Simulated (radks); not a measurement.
Task: Species: Dy I. Configuration: [Xe] 4f10 6s2. Calculated with a radial shooting solver on a logarithmic mesh with Libxc functionals: scalar-relativistic Kohn-Sham, r2SCAN, spin-polarised, spherical densities, finite nucleus; open shells are filled with parallel spins first (spin-orbit coupling, left out, can overturn this in heavy ions); meta-GGA in the generalised Kohn-Sham scheme; Fermi nuclear charge, rms radius 5.2218 fm. Some entries of the table are withheld. Estimate them.

orbital,occ.,eigenvalue (hartree),r(max) (bohr)
1s up,1,-1974.525,0.01338
1s down,1,-1974.525,0.01338
2s down,1,-329.6255,0.07600
2s up,1,-329.6255,0.07600
2p up,3,-292.3560,0.06169
2p down,3,-292.3557,0.06169
3s up,1,-73.70914,0.2152
3s down,1,-73.63445,0.2151
3p up,3,-62.20865,0.2115
3p down,3,-62.13391,0.2114
3d up,5,-47.40622,0.1732
3d down,5,-47.34856,0.1731
4s up,1,-14.80716,0.4943
4s down,1,-14.63947,0.4942
4p up,3,-11.00330,0.5161
4p down,3,-10.83580,0.5159
4d up,5,-5.80147,0.5349
4d down,5,-5.63366,0.5347
5s up,1,-1.88985,(1)
5s down,1,-1.81271,(2)
5p up,3,-0.99225,1.316
5p down,3,-0.94089,1.333
4f up,7,-0.17426,0.5390
6s up,1,-0.14377,3.488
6s down,1,-0.13801,3.581
4f down,3,-0.02871,0.5412

Result: 
(1) 5s up r(max) (bohr): 1.156
(2) 5s down r(max) (bohr): 1.167
